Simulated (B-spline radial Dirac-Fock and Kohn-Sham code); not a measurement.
# Muonic isotope shifts in titanium

The computed values come from an atomic code on a B-spline grid: the Dirac equation of a negative muon with reduced mass in the field of a spherical finite nucleus, with the Uehling potential to all orders; nuclear polarisation, deformation, hyperfine structure, self-energy, higher-order vacuum polarisation, relativistic recoil and electron screening are left out. Nuclear charge: Fermi distribution (skin thickness 2.3 fm); radii from Angeli and Marinova (2013). Reference ⁴⁷Ti, radius 3.5962 fm: 2p3/2 → 1s1/2 932.4 keV, 3d5/2 → 2p3/2 190.0 keV.

```
 A  radius (fm)  δ⟨r²⟩ (fm²)  shift 2p3/2 → 1s (keV)  shift 3d5/2 → 2p3/2 (keV)
44       3.6115       +0.110                   -0.77                      -0.03
45       3.5939       -0.017                   +0.01                      -0.02
46        3.607       +0.078                   -0.50                      -0.01
48       3.5921       -0.029                   +0.21                      +0.01
49       3.5733       -0.164                   +1.04                      +0.02
50       3.5704       -0.185                   +1.20                      +0.03
```
